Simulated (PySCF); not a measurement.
Gas-phase reaction: GeH2 + 4 F = GeF2 + 2 HF

Method: PySCF energies plus ideal-gas RRHO corrections (1 bar). † marks an energy on the PBE0/def2-TZVP geometry and frequencies; other levels use their own. Open shells (unrestricted): F (multiplicity 2); the rest are closed-shell singlets. Spin-orbit splitting is ignored; it lowers the true energy and changes the entropy of F. Ge: all electrons, no relativistic terms. GeH2: computed as isolated molecules; such fragments, hydroxides, amides, oligomers or adducts are transient or little studied in the gas.

r2SCAN/def2-TZVP† gives ΔH°(298 K) = -1609 kJ.

**Question.** What do PBE/def2-TZVP†, LDA/def2-TZVP†, PBE/def2-SVP give?

**Answer.** PBE/def2-TZVP†: -1680 kJ; LDA/def2-TZVP†: -1939 kJ; PBE/def2-SVP: -1647 kJ. For scale, ΔH°(298 K) is -1609 kJ at this level, -1610 kJ at ωB97M-V/def2-TZVP†, and runs from -1939 to -985 kJ over the 20 levels computed.
